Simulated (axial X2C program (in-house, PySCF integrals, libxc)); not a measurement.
## CSe: nuclear properties from DFT to coupled cluster

Calculated with an axial X2C code built on PySCF integrals: two-component X2C with atomic mean-field Coulomb and Gaunt terms, Gaussian nuclei, basis Se dyall-acv3z, C dyall-av3z with contracted cores.

R = 1.668 Å (near the PBE0 minimum at charge 0 of the determinant lowest at the starting distance; the state shown can have its own minimum elsewhere); state Ω = 0 (closed shell).

```json
{"level": "PBE0", "qzz Se (a.u.)": "-1.39", "qzz C (a.u.)": "-0.94", "μ (D)": "-2.16"}
{"level": "HF", "qzz Se (a.u.)": "-0.86", "qzz C (a.u.)": "-1.19", "μ (D)": "-1.81"}
{"level": "B3LYP", "qzz Se (a.u.)": "-1.27", "qzz C (a.u.)": "-0.98", "μ (D)": "-2.19"}
```

qzz is the electric field gradient, eQq0 = 234.96 MHz × Q/barn × qzz; μ is positive if the C end (last atom) is positive. The operators were transformed with the bare-nucleus X2C matrices; with these basis sets, hyperfine constants and field gradients can be off by tens of per cent, and where levels differ in sign neither size nor sign is settled.

Finite-field MP2, CCSD and CCSD(T), with 20 electrons correlated in 130 natural virtual spinors (MP2 remainder added):

```csv
level,qzz Se (a.u.),qzz C (a.u.),μ (D)
MP2,-2.06,-0.76,-2.54
CCSD,-1.45,-0.91,-2.16
CCSD(T),-1.59,-0.83,-2.21
```

T1 = 0.020 (Lee–Taylor). One unrestricted determinant, the lowest of a limited PBE0 search, is the reference; the functionals treat spin collinearly. Correlation of the inner shells is missing, which matters for properties at the nucleus. Number of frozen shells: Se 3 s, 2 p; C 1 s.

Problem. By how much does correlation change each value, CCSD(T) against HF?

Solution. qzz Se 85 %; qzz C -30 %; μ 22 %.
